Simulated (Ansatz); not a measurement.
Program: Ansatz. Geometries: PBE0-D4/def2-TZVP. ΔE: electronic, gas phase. CBS: MP2 limit from def2 TZ/QZ plus the TZ coupled-cluster correction, frozen cores. This one scheme is used for every species. DFT in def2-TZVPP. HSE06 is defined as in plane-wave codes. One conformer a species, not always the lowest.

Reaction (silylene formation by 1,1-elimination): `CC[SiH](O)F` → `CC` + `O[Si]F`

`CC[SiH](O)F`:

Cartesian coordinates in Å:
```
C -1.269 -0.909 -0.047
C 0.170 -0.703 0.423
Si 0.763 1.048 0.244
O 0.738 1.582 -1.301
F 2.260 1.108 0.812
H -1.589 -1.945 0.087
H -1.383 -0.661 -1.105
H -1.965 -0.277 0.509
H 0.855 -1.359 -0.127
H 0.275 -0.984 1.477
H -0.049 2.024 1.002
H 1.195 1.075 -1.974
```

`CC`:

```xyz
8

C    -0.755   -0.017   -0.079
C     0.755    0.017    0.079
H    -1.224   -0.619    0.703
H    -1.184    0.986   -0.022
H    -1.046   -0.444   -1.042
H     1.224    0.619   -0.703
H     1.184   -0.986    0.022
H     1.046    0.444    1.041
```

`O[Si]F`:

Cartesian coordinates in Å:
```
O 0.343 0.924 0.000
Si -1.048 0.061 0.008
F -0.488 -1.459 0.000
H 1.194 0.473 -0.008
```

| level | ΔE (kcal/mol) | difference from CCSD(T)/CBS |
| --- | --- | --- |
| LDA (SPW92) | 35.5 | 2.8 |
| revPBE-D4 | 29.5 | -3.2 |
| PBE0-D4 | 33.9 | 1.2 |
| r2SCANh-D4 | 36.1 | 3.4 |
| HSE06-D4 | 33.8 | 1.1 |
| CAM-B3LYP-D4 | 31.6 | -1.1 |
| B2PLYP | 29.4 | -3.3 |
| revPBE | 23.9 | -8.8 |
| r2SCAN | 34.8 | 2.1 |
| r2SCAN0 | 36.4 | 3.7 |
| CAM-B3LYP | 29.5 | -3.2 |
| MP2/def2-SVP | 32.3 | -0.4 |
| CCSD(T)/def2-SVP | 28.5 | -4.2 |
| MP2/def2-TZVPP | 34.7 | 2.0 |
| CCSD/def2-TZVPP | 31.5 | -1.2 |
| HF/def2-QZVPP | 31.0 | -1.7 |
| CCSD(T)/CBS | 32.7 | 0 |

Largest T1 diagnostic among the species: 0.015.

From BLYP to BHLYP (50 % exact exchange), in def2-TZVPP and without D4, ΔE moves by +10.0 kcal/mol. Leaving LDA and LC-ωPBE aside and taking each functional with its dispersion term where it has one, the values, not all of them listed here, spread over 11.4 kcal/mol, from BLYP-D4 to r2SCAN0-D4. LDA lies +8.0 kcal/mol from PBE without D4. The D4 term adds +3.6 kcal/mol with B3LYP and +2.0 kcal/mol with PBE0; it sums over pairs of atoms, weighted by their polarisabilities, and B3LYP, whose exchange is more repulsive, gets the larger term.

B3LYP here is the variant with VWN-RPA as its local correlation; programs differ in this.
